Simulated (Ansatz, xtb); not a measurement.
# Two isomers of C7H6Se

Structure I: `CC#Cc1ccc[se]1`, a singlet. Structure II: `[Se]=Cc1ccccc1`, a singlet. Both are isolated molecules in the gas phase, relaxed with B3LYP-D3(BJ)/def2-SVP; the shapes shown needn't be the lowest conformers.

I (Å):

```xyz
14

C    -1.7994    1.6197    1.2896
C    -0.8374    0.6868    0.7192
C    -0.0381   -0.1003    0.2466
C     0.9028   -0.9905   -0.3143
C     0.9673   -2.3642   -0.1978
C     2.0486   -2.9877   -0.8899
C     2.8714   -2.1322   -1.5735
Se    2.3258   -0.3550   -1.3969
H    -2.6790    1.0867    1.6865
H    -2.1577    2.3381    0.5332
H    -1.3576    2.1989    2.1181
H     0.2327   -2.9191    0.3879
H     2.2092   -4.0679   -0.8761
H     3.7491   -2.3912   -2.1643
```

II (Å):

```
atom    x (Å)    y (Å)    z (Å)
   C  -0.9897  -1.3366   2.1780
   C  -0.2552  -0.5242   1.2212
   C   1.1339  -0.7341   1.0778
   C   1.8805   0.0197   0.1740
   C   1.2512   0.9970  -0.6028
   C  -0.1277   1.2174  -0.4721
   C  -0.8744   0.4672   0.4283
  Se  -2.7238  -1.2907   2.5630
   H  -0.3657  -2.0633   2.7171
   H   1.6217  -1.4994   1.6873
   H   2.9543  -0.1536   0.0737
   H   1.8338   1.5895  -1.3123
   H  -0.6169   1.9818  -1.0804
   H  -1.9489   0.6261   0.5424
```

Task: Estimate which is lower in electronic energy at CCSD(T)/def2-SVP, and by roughly how much.

Result: The CCSD(T)/def2-SVP calculation puts structure II lower, by 1.549 eV.

How the difference moves with the method:

```json
{"level": "GFN2-xTB", "geometry": "GFN2-xTB", "E(II) − E(I) (eV)": "−1.388", "departure from the last row (eV)": "+0.161", "job, with rough time for the two": "optimisation, 0.18 s"}
{"level": "HF/STO-3G", "geometry": "GFN2-xTB", "E(II) − E(I) (eV)": "−0.960", "departure from the last row (eV)": "+0.588", "job, with rough time for the two": "single point, 0.66 s"}
{"level": "r2SCAN-D4/def2-SVP", "geometry": "GFN2-xTB", "E(II) − E(I) (eV)": "−1.575", "departure from the last row (eV)": "−0.026", "job, with rough time for the two": "single point, 4.9 s"}
{"level": "B3LYP-D3(BJ)/def2-SVP", "geometry": "B3LYP-D3(BJ)/def2-SVP", "E(II) − E(I) (eV)": "−1.638", "departure from the last row (eV)": "−0.089", "job, with rough time for the two": "optimisation, 45 s"}
{"level": "HF/def2-SVP", "geometry": "B3LYP-D3(BJ)/def2-SVP", "E(II) − E(I) (eV)": "−1.687", "departure from the last row (eV)": "−0.138", "job, with rough time for the two": "part of the CCSD(T) run"}
{"level": "MP2/def2-SVP", "geometry": "B3LYP-D3(BJ)/def2-SVP", "E(II) − E(I) (eV)": "−1.437", "departure from the last row (eV)": "+0.112", "job, with rough time for the two": "part of the CCSD(T) run"}
{"level": "CCSD(T)/def2-SVP", "geometry": "B3LYP-D3(BJ)/def2-SVP", "E(II) − E(I) (eV)": "−1.549", "departure from the last row (eV)": "", "job, with rough time for the two": "single point, 2.4 min"}
```

As drawn, II has 1 C=Se, 3 C∷C in place of 1 C–C, 1 C≡C, 2 C∷Se (∷ is an aromatic bond). Structure I has a 5-membered ring (with an aromatic ring), II a 6-membered ring (with an aromatic ring).

None of the levels shown reverses the order. The largest departure from CCSD(T)/def2-SVP is that of HF/STO-3G, 0.588 eV. A small imaginary or near-zero mode remains, so no thermal terms are given. MP2 in a larger basis moves the difference by +0.208 eV, a step that isn't added because spin contamination makes open-shell MP2 unreliable in this search.

The correlated steps freeze 16 core orbitals; the filled d shell of Se is correlated, in a basis made for valence electrons. Programs: Ansatz 0.2.0, xtb 6.7.1; the last row on 4 threads of Arm Neoverse V1 on a shared host.
